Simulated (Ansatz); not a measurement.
Cartesian coordinates (Å):
SMILES: [CH3][In]([CH3])[OH]
```xyz
11

C      1.9460    -0.5871    -0.0783
In    -0.0651     0.2098     0.0784
C     -2.0845    -0.4400    -0.3161
O     -0.1263     2.1050     0.7860
H      1.9396    -1.6173    -0.4293
H      2.4240    -0.5419     0.9001
H      2.5191     0.0264    -0.7734
H     -2.2893    -1.3873     0.1815
H     -2.2333    -0.5727    -1.3877
H     -2.7665     0.3240     0.0519
H      0.7364     2.4811     0.9869
```
Charge 0, multiplicity 1.

These are frozen-core CCSD(T)/def2-TZVPP // B3LYP-D3(BJ)/def2-TZVP (Ansatz, a first-principles code) values and carry that method's errors.

```json
{
 "HF energy": "-343.95454 Ha",
 "MP2 correlation energy": "-0.90361 Ha"
}
```

### Question
Estimate the CCSD correlation energy, the (T) correction, the total energy and the T1 diagnostic.

### Answer

```yaml
CCSD correlation energy: -0.92511 Ha
"(T) correction": -0.03337 Ha
CCSD(T) total energy: -344.91302 Ha
T1 diagnostic: 0.014
```
